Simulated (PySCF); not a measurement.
Dipole moment and polarisability of `C[C@H]([SiH3])CC(F)(F)F`

C₄H₉F₃Si.
SMILES with atom numbers: `[CH3:1][C@H:2]([SiH3:3])[CH2:4][C:5]([F:6])([F:7])[F:8]` (hydrogens: H9, H10, H11 on C1; H12 on C2; H13, H14, H15 on Si3; H16, H17 on C4)

Structure used (GFN2-xTB), in Å, numbered top down from 1:
```
atom  x, y, z in Å
C1     1.2844    1.3843    0.5782
C2     0.4092    0.1375    0.4661
Si3    1.2386   -1.1901   -0.6457
C4    -0.9746    0.5602   -0.0323
C5    -1.9510   -0.5891   -0.1138
F6    -1.7099   -1.4079   -1.1524
F7    -3.2171   -0.1606   -0.2696
F8    -1.9514   -1.3617    0.9827
H9     0.8233    2.1290    1.2266
H10    2.2564    1.1305    0.9922
H11    1.4391    1.8345   -0.4002
H12    0.2842   -0.2748    1.4725
H13    1.0672   -0.7801   -2.0397
H14    2.6601   -1.1994   -0.2961
H15    0.6588   -2.5029   -0.3878
H16   -0.9099    0.9988   -1.0306
H17   -1.4144    1.3038    0.6400
```

Level: wB97X-D/def2-SVPD (PySCF), static field, nuclei fixed, core orbitals frozen in the response. The polarisability tensor in these axes (au):

```
x   82.66 -0.85 -0.49
y   -0.85 78.80  4.51
z   -0.49  4.51 70.67
```

**Question.** Diagonalise the tensor; give its mean and Δα, where Δα² is half the sum of the squared differences of the eigenvalues.

**Answer.** Principal values 68.66, 80.39 and 83.08 au; mean 77.38 au = 11.47 Å³ = 12.76 × 10⁻⁴⁰ C²·m²/J; Δα = 13.28 au (17 % of the mean).

**Question.** What is the dipole moment, and where does it point?

**Answer.** (1.58, 1.87, 0.48) D, 2.50 D in size, pointing from the negative to the positive side. Measured along this direction, the outermost atoms are F6 at the negative end and H10 and H9 at the positive end.

**Question.** Directions of the eigenvectors, and the extent of the frame along each?

**Answer.** Largest value along (0.92, -0.36, -0.17), where the nuclei span 5.78 Å; middle along (0.40, 0.84, 0.37), 4.86 Å; least along (0.01, -0.41, 0.91), 3.00 Å. The response follows the extents in order.

**Question.** Find the Langevin capture rate constant for H3O+ (19.018 u) meeting this molecule (142.043 u), k = 2.342 × 10⁻⁹ cm³/s × √(α in Å³ / reduced mass in u).

**Answer.** The reduced mass is 16.77 u, so k = 1.94 × 10⁻⁹ cm³/s. The formula leaves out the permanent dipole, which adds to the capture rate.

**Question.** In a dilute gas of rigid molecules at 350 K, how does the orientational term μ²/3kT compare with the electronic polarisability?

**Answer.** In Gaussian units μ²/3kT = 43.02 Å³ against 11.47 Å³, a ratio of 3.75; the Debye molar polarisation (4π/3)N_A(α + μ²/3kT) is 137.4 cm³/mol, leaving out the vibrational part.

**Question.** What are the principal values of the traceless quadrupole moment, Θ = ½Σq(3rr − r²1), about the centre of nuclear charge?

**Answer.** -4.85, 1.72, 3.12 D·Å. The values depend on the origin, since the dipole doesn't vanish. The electronic extent ⟨r²⟩ about the same centre is 1284 bohr², a root-mean-square distance of 2.20 Å for the 74 electrons.

One conformer (not necessarily the lowest) at the GFN2-xTB geometry, without solvent, vibrations or thermal averaging.
